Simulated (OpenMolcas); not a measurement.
**Ionisation energies of calcium**

```json
{"Program": "OpenMolcas 26.06", "Basis": "ANO-RCC [10s9p6d4f2g]", "Scalar Hamiltonian": "DKH2, point nucleus", "Spin-orbit coupling": "state interaction with AMFI integrals over the reference wave functions, term energies averaged over their components"}
```

Active shells in each charge state: the valence s, p shells, with orbitals averaged over the low states. Where CASPT2's correlated closed shells are named, they are those of the first ion.

A. CASSCF
B. SS-CASPT2, IPEA 0.25 Eh, imaginary shift 0.1 Eh (closed shells correlated: 3s 3p)
C. SS-CASPT2, IPEA 0.25 Eh, imaginary shift 0.1 Eh (closed shells correlated: 2s 2p 3s 3p)
D. SS-CASPT2, IPEA 0.25 Eh, imaginary shift 0.1 Eh (closed shells correlated: none)
E. SS-CASPT2, IPEA 0 Eh, imaginary shift 0.1 Eh (closed shells correlated: 3s 3p)

Energies in eV between the lowest computed levels, named as in B; reference values from the NIST Atomic Spectra Database with their kind.

```tsv
From	To	A	B	C	D	E	Spin-orbit share in B	Reference
Ca 4s² ¹S₀	Ca+ 4s ²S_1/2	5.867	6.050	6.052	5.906	6.047	+0.000	6.113 (measured)
Ca+ 4s ²S_1/2	Ca2+ 3p⁶ ¹S₀	11.352	11.819	11.826	11.352	11.849	+0.000	11.872 (measured)
```

Error against the reference values, in %:

```csv
From,Reference,A,B,C,D,E
Ca,measured,-4.0,-1.0,-1.0,-3.4,-1.1
Ca+,measured,-4.4,-0.4,-0.4,-4.4,-0.2
```

Mean absolute error over the 2 measured values: A 0.38 eV, B 0.06 eV, C 0.05 eV, D 0.36 eV, E 0.04 eV.
